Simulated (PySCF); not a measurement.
Structure problem from calculated spectra and properties.

Formula: C4H8OP2.

| Property | Result |
| --- | --- |
| Valence photoelectron | vertical ionisation energy: 8.64 eV [ΔSCF PBE0/def2-SVPD] |
| 1H NMR | chemical shifts (computed TMS as zero) by class: 6.07 (1 H), 5.55 (1 H), 5.49 (1 H), 3.64 (2 H), 1.73 (1 H), 1.64 (1 H), 1.36 (1 H) ppm [GIAO PBE0/pcSseg-1] |
| 13C NMR | chemical shifts (computed TMS as zero) by class: 143.3 (1 C), 123.3 (1 C), 33.7 (1 C), 20.8 (1 C) ppm [GIAO PBE0/pcSseg-1] |
| UV, strongest line | among the 10 lowest singlet transitions: S3 at 5.83 eV (213 nm, f = 0.255) [TDDFT PBE0/def2-SVPD] |
| NMR, other nuclei | isotropic shieldings of nuclei other than C and H, by class: 253 (1 O), 392 (1 P), 477 (1 P) ppm [GIAO PBE0/pcSseg-1] |
| Triplet | lowest triplet excitation (Tamm–Dancoff): 3.98 eV [TDA PBE0/def2-SVPD] |
| Polarisability | 105.9 au [PBE0/def2-SVPD] |
| UV, first state | lowest singlet excitation: 5.13 eV (242 nm, f = 0.049) [TDDFT PBE0/def2-SVPD] |
| Rotational structure | rotational constants A, B, C: 3.118, 1.069, 0.970 GHz [PBE0-D3(BJ)/def2-SVP] |

Gas-phase values; electronic properties from PySCF, density fitting. Levels stand in brackets. Isolated species at its PBE0-D3(BJ)/def2-SVP geometry (one conformer only). NMR values are class means; diastereotopic atoms form classes of their own.

Question: What is the compound? Reason from the data.

Answer: Numbering: `[CH2:1]=[CH:2][C@@H:3]1[CH2:4][P@@:5]1(=[O:6])[PH2:7]`. 4 carbons fall into 4 classes; from least to most shielded: alkene CH carbon [C2] (143.3 ppm), terminal =CH2 carbon [C1] (123.3 ppm), ring sp3 carbon bound to phosphorus [C3] (33.7 ppm), ring sp3 carbon bound to phosphorus [C4] (20.8 ppm). Hydrogen classes from least to most shielded: 1 H on an alkene CH carbon, C2 (6.07 ppm), 1 H on a terminal =CH2 carbon, C1 (5.55 ppm), 1 H on a terminal =CH2 carbon, C1 (5.49 ppm), 2 H on a three-coordinate phosphorus, P7 (3.64 ppm), 1 H on an sp3 carbon bound to phosphorus, C3 (1.73 ppm), 1 H on an sp3 carbon bound to phosphorus, C4 (1.64 ppm), 1 H on an sp3 carbon bound to phosphorus, C4 (1.36 ppm). The other shieldings belong to: 253 ppm, phosphoryl oxygen [O6]; 392 ppm, phosphoryl phosphorus [P5]; 477 ppm, three-coordinate phosphorus [P7]. S1 is mainly HOMO→LUMO (weight 0.79); the largest Löwdin shares of the orbital it empties are 0.20 on the phosphoryl oxygen, 0.20 on the terminal =CH2 carbon, 0.16 on an sp3 carbon bound to phosphorus and 0.13 on the alkene CH carbon, of the orbital it fills 0.39 on the three-coordinate phosphorus, 0.15 on the phosphoryl phosphorus, 0.09 on the terminal =CH2 carbon and 0.07 on the phosphoryl oxygen. The optimised geometry has point group C1 and is an asymmetric top. Structure: `[C@@H]1(C=C)C[P@]1(P)=O`. The assignments are read from this structure; whether some other isomer fits the data as well wasn't checked. The mirror image fits equally.

Conformer computed: `[CH2:1]=[CH:2][C@@H:3]1[CH2:4][P@@:5]1(=[O:6])[PH2:7]`: C1–C2–C3–C4 -143°, H–P7–P5–C4 161°, H–P7–P5–C4 -105°.
